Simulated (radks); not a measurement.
Xe+, configuration [Kr] 4d9.5 5s1.5 5p6 (fractional occupations, a model configuration). Calculated with a radial shooting solver on a logarithmic mesh with Libxc functionals: Dirac Kohn-Sham, LDA (Slater exchange, Perdew-Wang correlation), spin-unpolarised, spherical densities, finite nucleus; open shells fill j = l - 1/2 first; Fermi nuclear charge, rms radius 4.7859 fm.

Unscreened Slater integrals over Kohn-Sham orbitals (cm^-1). Large and small components are both included.

| integral | value |
|---|---|
| F0(5p3/2,5p3/2) | 91496 |
| F2(5p3/2,5p3/2) | 48975 |
| F0(5p3/2,5p1/2) | 93459 |
| G2(5p3/2,5p1/2) | 49779 |
| F0(5p3/2,5s1/2) | 99421 |
| G1(5p3/2,5s1/2) | 64799 |
| F0(5p3/2,4d5/2) | 115190 |
| F2(5p3/2,4d5/2) | 31528 |
| G1(5p3/2,4d5/2) | 9316.1 |
| G3(5p3/2,4d5/2) | 8824.1 |
| F0(5p1/2,5p1/2) | 95591 |
| F0(5p1/2,5s1/2) | 102110 |
| G1(5p1/2,5s1/2) | 68747 |
| F0(5p1/2,4d5/2) | 119760 |
| G3(5p1/2,4d5/2) | 10084 |
| F0(5s1/2,5s1/2) | 110470 |
| F0(5s1/2,4d5/2) | 135220 |
| G2(5s1/2,4d5/2) | 16228 |
| F0(4d5/2,4d5/2) | 226750 |
| F2(4d5/2,4d5/2) | 114920 |
| F4(4d5/2,4d5/2) | 76448 |
